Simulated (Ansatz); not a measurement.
(H3Ge)2S (Ge2H6S), 9 atoms. Hardware: 4 threads of Intel Xeon 6975P-C on a shared host.

The 6-31G sets use Cartesian d functions. Correlated methods freeze 23 core orbitals; core or outer-core shells of Ge are correlated, in sets that lack core-valence functions.

Problem. How many basis functions does each of these Ansatz runs have, and roughly what does it cost? PBE with 35 % exact exchange/def2-TZVP, charge 0 singlet, energy, from earlier orbitals; HF/6-31G, charge 0 singlet, energy; PBE-D4/def2-TZVP, charge 1 doublet, energy, from earlier orbitals; PBE-D4/def2-TZVP, charge 1 doublet at the geometry of the charge 0 singlet, energy, from earlier orbitals; PBE-D4/def2-TZVP, charge 0 triplet at the geometry of the charge 0 singlet, energy, from earlier orbitals; PBE0-D4/def2-TZVP, charge 0 singlet, energy, from earlier orbitals; B2PLYP/def2-TZVP, charge 0 singlet, energy, from earlier orbitals; PBE0-D4/def2-TZVP, charge 1 doublet at the geometry of the charge 0 singlet, energy, from earlier orbitals; BLYP-D4/def2-TZVP, charge 0 singlet, energy, from earlier orbitals; RPA@PBE/def2-TZVP, charge 0 singlet, energy, from earlier orbitals; r2SCAN-D4/def2-TZVP, charge 0 singlet, energy, from earlier orbitals; B3LYP-D4/6-31G, charge 0 singlet, energy.

Solution. Other jobs shared the machine, so times can vary by a factor of up to 3. A dash marks memory too small to be measured apart from the calling script's.

```tsv
run	functions	fitting or Cholesky vectors	wall time	peak host memory (GiB)
HF/6-31G, charge 0 singlet, energy	83	834	0.35 s	–
B3LYP-D4/6-31G, charge 0 singlet, energy	83	834	0.65 s	–
BLYP-D4/def2-TZVP, charge 0 singlet, energy, from earlier orbitals	169	1241	0.75 s	–
PBE with 35 % exact exchange/def2-TZVP, charge 0 singlet, energy, from earlier orbitals	169	1386	1.1 s	–
PBE0-D4/def2-TZVP, charge 0 singlet, energy, from earlier orbitals	169	1337	1.1 s	–
PBE-D4/def2-TZVP, charge 1 doublet, energy, from earlier orbitals	169	1241	1.3 s	–
PBE-D4/def2-TZVP, charge 1 doublet at the geometry of the charge 0 singlet, energy, from earlier orbitals	169	1241	1.3 s	–
PBE-D4/def2-TZVP, charge 0 triplet at the geometry of the charge 0 singlet, energy, from earlier orbitals	169	1241	1.4 s	–
r2SCAN-D4/def2-TZVP, charge 0 singlet, energy, from earlier orbitals	169	1241	1.4 s	–
RPA@PBE/def2-TZVP, charge 0 singlet, energy, from earlier orbitals	169	1169	1.5 s	–
B2PLYP/def2-TZVP, charge 0 singlet, energy, from earlier orbitals	169	1169	1.9 s	–
PBE0-D4/def2-TZVP, charge 1 doublet at the geometry of the charge 0 singlet, energy, from earlier orbitals	169	1337	2.3 s	0.68
```
